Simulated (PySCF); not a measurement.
In(F)(Cl)(NH2) (ClFH2InN), SMILES [NH2][In]([Cl])[F]. Atoms are numbered in the order given.

```xyz
6

In     0.0635     0.0425    -0.2452
F      1.9145    -0.4651    -0.6467
Cl    -0.6248    -0.4639     1.9393
N     -0.9962     1.1426    -1.5846
H     -2.0066     1.0395    -1.4887
H     -0.7399     0.9545    -2.5543
```

Coordinates come from a B3LYP-D3(BJ)/def2-SVP optimisation. The def2 effective core potentials stand for the cores of In; spin–orbit coupling is left out. The values are those of a single conformer.

The numbers are results of PySCF 2.14.0 with TDA-LC-ωPBE/def2-SVPD, not measurements.

Vertical excitations. 

Estimate the UV-visible absorptions. (Estimate from the structure and the level; the computed values follow.)


```csv
state,energy (eV),λ (nm),f,main pairs
S1,5.45,227,0.070,HOMO→LUMO 84 %
S2,6.25,198,0.029,HOMO−1→LUMO 85 %
S3,6.37,195,0.027,HOMO−2→LUMO 85 %
S4,6.96,178,0.024,"HOMO→LUMO+1 55 %, HOMO−3→LUMO 29 %"
S5,7.22,172,0.146,"HOMO−3→LUMO 36 %, HOMO→LUMO+1 28 %, HOMO−5→LUMO 10 %, HOMO−6→LUMO 8 %"
S6,7.49,166,0.061,HOMO−4→LUMO 71 %
S7,7.74,160,0.004,HOMO−1→LUMO+1 81 %
S8,7.82,159,0.036,"HOMO−2→LUMO+1 42 %, HOMO−5→LUMO 31 %"
S9,7.92,157,0.021,"HOMO→LUMO+2 64 %, HOMO→LUMO+4 22 %"
S10,8.22,151,0.034,"HOMO−3→LUMO+1 51 %, HOMO−6→LUMO 28 %"
T1,4.49,276,0,HOMO→LUMO 87 %
T2,5.75,216,0,HOMO−1→LUMO 83 %
T3,5.88,211,0,HOMO−2→LUMO 82 %
T4,6.22,199,0,"HOMO−3→LUMO 46 %, HOMO→LUMO+1 39 %"
```
Triplets are in the Tamm–Dancoff approximation.
